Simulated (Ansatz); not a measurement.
Cartesian coordinates (Å):
```xyz
11

C     -1.3595     0.2807     0.3634
C     -0.2415    -0.6598    -0.1066
Si     1.4493     0.1739    -0.2733
H     -1.1344     0.7136     1.3521
H     -2.3250    -0.2445     0.4467
H     -1.5016     1.1208    -0.3361
H     -0.4978    -1.1047    -1.0845
H     -0.1333    -1.5090     0.5912
H      2.4803    -0.8038    -0.7334
H      1.8820     0.7388     1.0409
H      1.3815     1.2940    -1.2604
```
Charge 0, spin multiplicity 1.

All values below come from frozen-core CCSD(T)/cc-pVDZ // B3LYP-D3(BJ)/def2-SVP (Ansatz, a first-principles code).

```
Quantity                       Result
----------------------  -------------
HF energy               -369.32414 Ha
MP2 correlation energy    -0.40271 Ha
```

Problem. Estimate the CCSD correlation energy, the (T) correction, the total energy and the T1 diagnostic.

Solution. 
```yaml
CCSD correlation energy: -0.45877 Ha
"(T) correction": -0.01207 Ha
CCSD(T) total energy: -369.79498 Ha
T1 diagnostic: 0.009
```
